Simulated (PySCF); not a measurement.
Species: `CCC[C@@H]1CO[C@H]([SiH3])C1`. The columns A, B, C and D hold Mulliken, IAO, Hirshfeld and ESP-fitted charges (e) of one PBE0/pcSseg-1 density (PySCF), in a shuffled order. Coordinates in Å (GFN2-xTB); the density's dipole moment is (1.82, 0.48, 0.92) D.

```json
{"atom": "C1", "x": "3.654", "y": "0.700", "z": "0.261", "A": "-0.416", "B": "-0.249", "C": "-0.409", "D": "-0.117"}
{"atom": "C2", "x": "2.242", "y": "0.393", "z": "0.744", "A": "-0.245", "B": "-0.279", "C": "+0.366", "D": "-0.065"}
{"atom": "C3", "x": "1.437", "y": "-0.358", "z": "-0.315", "A": "-0.249", "B": "-0.161", "C": "-0.354", "D": "-0.065"}
{"atom": "C4", "x": "0.050", "y": "-0.752", "z": "0.178", "A": "-0.117", "B": "-0.456", "C": "+0.138", "D": "-0.027"}
{"atom": "C5", "x": "-0.747", "y": "-1.563", "z": "-0.853", "A": "-0.057", "B": "+0.236", "C": "+0.151", "D": "-0.001"}
{"atom": "O6", "x": "-2.119", "y": "-1.275", "z": "-0.658", "A": "-0.418", "B": "-0.541", "C": "-0.431", "D": "-0.156"}
{"atom": "C7", "x": "-2.268", "y": "-0.243", "z": "0.326", "A": "-0.177", "B": "-0.165", "C": "+0.079", "D": "-0.044"}
{"atom": "Si8", "x": "-3.696", "y": "0.840", "z": "-0.322", "A": "+0.611", "B": "+0.548", "C": "+0.268", "D": "+0.305"}
{"atom": "C9", "x": "-0.899", "y": "0.422", "z": "0.433", "A": "-0.274", "B": "-0.158", "C": "-0.193", "D": "-0.078"}
{"atom": "H10", "x": "3.625", "y": "1.315", "z": "-0.636", "A": "+0.136", "B": "+0.108", "C": "+0.094", "D": "+0.039"}
{"atom": "H11", "x": "4.213", "y": "1.235", "z": "1.026", "A": "+0.141", "B": "+0.115", "C": "+0.084", "D": "+0.041"}
{"atom": "H12", "x": "4.187", "y": "-0.219", "z": "0.027", "A": "+0.136", "B": "+0.108", "C": "+0.102", "D": "+0.039"}
{"atom": "H13", "x": "1.734", "y": "1.326", "z": "0.993", "A": "+0.128", "B": "+0.123", "C": "-0.051", "D": "+0.036"}
{"atom": "H14", "x": "2.294", "y": "-0.211", "z": "1.653", "A": "+0.128", "B": "+0.113", "C": "-0.055", "D": "+0.036"}
{"atom": "H15", "x": "1.979", "y": "-1.263", "z": "-0.601", "A": "+0.128", "B": "+0.119", "C": "+0.066", "D": "+0.037"}
{"atom": "H16", "x": "1.341", "y": "0.266", "z": "-1.207", "A": "+0.125", "B": "+0.110", "C": "+0.089", "D": "+0.035"}
{"atom": "H17", "x": "0.147", "y": "-1.339", "z": "1.098", "A": "+0.126", "B": "+0.120", "C": "+0.021", "D": "+0.035"}
{"atom": "H18", "x": "-0.468", "y": "-1.271", "z": "-1.875", "A": "+0.123", "B": "+0.096", "C": "+0.029", "D": "+0.033"}
{"atom": "H19", "x": "-0.592", "y": "-2.642", "z": "-0.748", "A": "+0.137", "B": "+0.111", "C": "+0.026", "D": "+0.039"}
{"atom": "H20", "x": "-2.505", "y": "-0.724", "z": "1.288", "A": "+0.125", "B": "+0.121", "C": "+0.064", "D": "+0.029"}
{"atom": "H21", "x": "-3.980", "y": "1.882", "z": "0.670", "A": "-0.132", "B": "-0.100", "C": "-0.097", "D": "-0.083"}
{"atom": "H22", "x": "-3.252", "y": "1.445", "z": "-1.578", "A": "-0.118", "B": "-0.090", "C": "-0.061", "D": "-0.075"}
{"atom": "H23", "x": "-4.865", "y": "-0.006", "z": "-0.533", "A": "-0.110", "B": "-0.079", "C": "-0.063", "D": "-0.073"}
{"atom": "H24", "x": "-0.752", "y": "0.892", "z": "1.403", "A": "+0.144", "B": "+0.137", "C": "+0.048", "D": "+0.045"}
{"atom": "H25", "x": "-0.771", "y": "1.173", "z": "-0.349", "A": "+0.125", "B": "+0.115", "C": "+0.089", "D": "+0.035"}
```

Which column most likely holds the ESP-fitted charges?

C. Σ q r misses the density's dipole by 0.03 D (C), 0.96 D (A), 0.98 D (D), 1.79 D (B). Charges fitted to the outside potential are the only set here that is tied to the molecule's multipoles.

And the Hirshfeld charges?

D. The mean sizes are 0.063 e (D), 0.137 e (C), 0.182 e (B), 0.185 e (A), and Hirshfeld charges are commonly the smallest of these schemes.

As computed, A = IAO, B = Mulliken, C = ESP-fitted, D = Hirshfeld. Hydrogens on carbon: IAO +0.12 to +0.14, Mulliken +0.10 to +0.14, ESP-fitted -0.06 to +0.10, Hirshfeld +0.03 to +0.04 e.

The Hirshfeld scheme divides the density at each point in proportion to the densities of the neutral, spherically averaged free atoms. The Mulliken scheme counts on each atom the diagonal of the density matrix times the overlap matrix over that atom's basis functions.

The structure is a single GFN2-xTB conformer in the gas phase; no vibrational or solvent corrections.

The run behind these numbers computed NMR shieldings as well. The run took 3.8 min wall, 2.4 min CPU on Intel Xeon at 2.50 GHz, one thread, no GPU, shared host with 64 logical CPUs at a one-minute load of 63, and the process peaked at 1.1 GiB of memory.
